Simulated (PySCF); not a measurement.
A table of computed properties in which two entries of one column were swapped by mistake.

```
no.                   species (SMILES)  level of the electronic properties  HOMO energy  HOMO–LUMO gap  dipole moment  smallest rotational constant
  1       CCO[Si@@H]1C[SiH2][C@H](F)C1                       PBE0/pcSseg-1     -7.85 eV        8.34 eV         3.36 D                     0.496 GHz
  2                CC(C)c1ccoc1C(=O)Cl                       PBE0/pcSseg-1     -7.42 eV        5.43 eV         4.59 D                     0.525 GHz
  3             CN[Si@@H]1CCN[Si@H]1SC                       PBE0/pcSseg-1     -6.41 eV        6.56 eV         2.60 D                     0.510 GHz
  4  CO[C@@H](C)[Si@@H](Cl)C(Cl)(Cl)Cl                       PBE0/pcSseg-1     -7.76 eV        6.93 eV         2.96 D                     2.872 GHz
  5         CC(C)[C@@H]1O[C@@H]1OC(F)F                       PBE0/pcSseg-1     -8.50 eV        9.94 eV         2.60 D                     0.630 GHz
  6                           C1=CCPC1                 CAM-B3LYP/def2-SVPD     -8.23 eV        9.55 eV         1.19 D                     0.373 GHz
```

Geometries and rotational constants: GFN2-xTB. All species are isolated and taken at one optimised geometry, non-relativistic unless stated; the electronic structure was computed with PySCF and density fitting.

The conformers computed, where there is a choice (atom-mapped SMILES and torsion angles):
- `[CH3:1][CH:2]([CH3:3])[c:4]1[cH:5][cH:6][o:7][c:8]1[C:9](=[O:10])[Cl:11]`: C1–C2–C4–C5 -95°, O7–C8–C9–O10 179°
- `[CH3:1][O:2][C@@H:3]([CH3:4])[Si@@H:5]([Cl:6])[C:7]([Cl:8])([Cl:9])[Cl:10]`: C1–O2–C3–C4 80°, O2–C3–Si5–Cl6 76°, C3–Si5–C7–Cl8 -170°
- `[CH3:1][CH:2]([CH3:3])[C@@H:4]1[O:5][C@@H:6]1[O:7][CH:8]([F:9])[F:10]`: C1–C2–C4–O5 -87°, O5–C6–O7–C8 64°, C6–O7–C8–F9 79°

The conformers of `CCO[Si@@H]1C[SiH2][C@H](F)C1` and `CN[Si@@H]1CCN[Si@H]1SC` aren't listed.

Which two entries changed places?

The smallest rotational constant of rows 4 and 6. The true values are 0.373 GHz for `CO[C@@H](C)[Si@@H](Cl)C(Cl)(Cl)Cl` (18 atoms, 122 electrons) and 2.872 GHz for `C1=CCPC1` (12 atoms, 46 electrons), the smallest and the largest in that column.

Restore the column in rising order.

row 4: 0.373 GHz, row 1: 0.496 GHz, row 3: 0.510 GHz, row 2: 0.525 GHz, row 5: 0.630 GHz, row 6: 2.872 GHz.

Give the restored column in cm⁻¹.

row 1: 0.0166 cm⁻¹, row 2: 0.0175 cm⁻¹, row 3: 0.0170 cm⁻¹, row 4: 0.0124 cm⁻¹, row 5: 0.0210 cm⁻¹, row 6: 0.0958 cm⁻¹.
